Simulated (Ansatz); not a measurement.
Molecule: sum formula YOBr (charge +1, doublet). The spin state was set by rule; other spins were not relaxed. 
Geometry from a B3LYP-D3(BJ)/def2-TZVP (Ansatz, a quantum-chemistry and plane-wave program) optimisation:
```xyz
3

Y      0.9336    -0.4436     0.2641
O      1.5628    -0.0029    -1.5484
Br    -1.3975     0.4949     0.0597
```
Charge +1, spin multiplicity 2.

Parts of the frozen-core correlation energy in def2-TZVPP (Ansatz, hartree). Frozen orbitals: 19; correlated occupied orbitals by spin: 8 and 7; virtual: 108 and 109. Open shells are spin-unrestricted. No spin-orbit coupling. Past Kr the def2 sets carry scalar-relativistic core potentials.

```csv
term,value
reference (HF),-2685.04629
MP2 opposite-spin,-0.29276
MP2 same-spin,[?]
CCSD correlation,[?]
(T),[?]
T1 diagnostic,0.026
largest doubles amplitude,0.025
<S^2> of the reference,0.761
```

Task: Fill in the missing entries.

Result: 
- MP2 same-spin, value: -0.09954
- CCSD correlation, value: -0.41441
- (T), value: -0.01795
